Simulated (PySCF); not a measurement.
**Correlation energy of Pt²⁺ (platinum, charge +2)**

[Xe] 4f14 5d7 6p1, one real determinant (an excited configuration). All numbers are calculated (PySCF 2.14, scalar relativity by spin-free X2C-1e, in x2c-TZVPPall). Frozen: [Xe] 4f14; 8 electrons correlated.

```tsv
level	correlation energy (mhartree)
CCSD	-162.03
(T)	-4.79
CCSD(T)	-166.82
```

Diagnostics: T1 = 0.0096, D1 = 0.0249, largest double amplitude 0.058.

**Question.** Is a single reference adequate?

**Answer.** Yes, within this model without spin-orbit coupling: T1 lies below 0.03 and no double amplitude reaches 0.07.

The reference is one real determinant that mixes LS terms of this configuration.
